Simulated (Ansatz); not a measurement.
Consider the ligand exchange at a B–C bond: `CB(O)C=O` + HBr → `CB(O)Br` + `C=O`.

Calculated with Ansatz (gas phase, PBE0-D4/def2-TZVP geometries, no zero-point term in ΔE). CBS: MP2 limit from def2 TZ/QZ plus the TZ coupled-cluster correction, frozen cores. This one scheme is used for every species. DFT in def2-TZVPP. B3LYP here is the variant with VWN-RPA as its local correlation; programs differ in this. For Br outer-core shells are correlated without core-valence functions, which leaves a few kJ/mol of doubt a bond. Scalar relativity is left out up to krypton. Each species was taken in one conformer, which may not be the lowest.

```tsv
level	ΔE (kJ/mol)
PBE-D4	-78.9
BLYP-D4	-77.6
B3LYP	-79.0
HF/def2-TZVPP	-89.9
```

(1) What does CCSD(T)/CBS give? (Best estimate.)

Largest T1 diagnostic among the species: 0.015.

## Answers

(1) The calculation gave: -82.8 kJ/mol. The listed levels differ from it by 3.9, 5.2, 3.8, -7.1 kJ/mol.

From PBE to PBE0 (25 % exact exchange), in def2-TZVPP and without D4, ΔE moves by −3.1 kJ/mol. Leaving LDA and LC-ωPBE aside and taking each functional with its dispersion term where it has one, the values, not all of them listed here, spread over 10.3 kJ/mol, from PBE-QIDH to CAM-B3LYP-D4. LDA lies +7.9 kJ/mol from PBE without D4. At CCSD(T), def2-SVP lies +5.9 kJ/mol from the extrapolated value and def2-TZVPP +1.5 kJ/mol.
